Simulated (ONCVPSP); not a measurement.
## Co (Z = 27): one change to an ONCV potential, before and after

| Property | Result |
| --- | --- |
| Element | Co |
| Generator | ONCVPSP 4.0.1 |
| Type | optimised norm-conserving Vanderbilt (ONCV) |
| Functional | BLYP |
| Relativity | scalar-relativistic |
| Frozen core | [Ar] |
| Valence charge | 9 |
| Reference configuration | 3d7.5 4s1.5 |
| Partial waves | 4s: rc 2.05 bohr, ncon 5, nbas 9, qcut 3.1 1/bohr, 2 projectors, debl 2.6 Ha; p scattering state at 0.44 Ha: rc 1.65 bohr, ncon 4, nbas 9, qcut 4.6 1/bohr, 2 projectors, debl 2.5 Ha; 3d: rc 1.65 bohr, ncon 4, nbas 9, qcut 7.8 1/bohr, 2 projectors, debl 2.1 Ha |
| Local potential | polynomial inside 1.40 bohr (lpopt 5, dvloc0 6 Ha) |
| Core correction | polynomial model core, fcfact 0.7 |

Change: s: qcut 1.9.

Cutoffs: the cutoffs (Ha) at which the residual kinetic energy of the hardest occupied pseudo-wave falls to 1 and 0.1 mHa per electron; they do not see the model core or the augmentation charge, which bear on the density cutoff. Errors are all-electron minus pseudo energies relative to the spin-unpolarised reference configuration.

Q: What does the change do?

A: The potential gets neither clearly harder nor softer (30 Ha and 95 Ha → 30 Ha and 95 Ha); both files keep a bound ghost (p); of the 4 tests that both files solve, the error grows in 2 and shrinks in 1 by more than 15 % and 0.3 meV (median size 11.6 → 12.1 meV).

| quantity | base | changed |
| --- | --- | --- |
| cutoff, loose | 30 Ha | 30 Ha |
| cutoff, tight | 95 Ha | 95 Ha |
| loose cutoff by channel | s 4.5 Ha, d 30 Ha | s 16 Ha, d 30 Ha |
| bound ghosts | p | p |
| GHOST(+) flags under 300 eV | s at 126.3 eV | s at 132.9 eV |
| error for 3d7 4s2, meV [ΔE 0.94 eV] | -6.8 | -3.0 |
| error for 3d7 4s1, meV [ΔE 9.98 eV] | -4.3 | -4.5 |
| error for 3d7 4s0, meV [ΔE 26.95 eV] | -16 | -20 |
| error for 3d6 4s0, meV [ΔE 62.83 eV] | -55 | -81 |
| s: phases at 2.08 bohr within 0.05 rad from the reference energy up to (Ha; the scan ends near 5) | 3.6 | 3.7 |
| p: phases at 1.68 bohr within 0.05 rad from the reference energy up to (Ha; the scan ends near 5) | to the end of the scan | to the end of the scan |
| d: phases at 1.68 bohr within 0.05 rad from the reference energy up to (Ha; the scan ends near 5) | to the end of the scan | to the end of the scan |
| rms error of d²Exc/dni dnj with the model core, mHa | 1.18 | 1.18 |

Base: The cutoffs count occupied waves only; projector 2 of the p channel, the hardest unoccupied one, needs 113 Ha at the loose tolerance. Changed file: The cutoffs count occupied waves only; projector 2 of the p channel, the hardest unoccupied one, needs 113 Ha at the loose tolerance. A true bound ghost makes a file unfit for plane-wave use even where its test errors are small: the radial tests pick states by their node count and pass the ghost by.
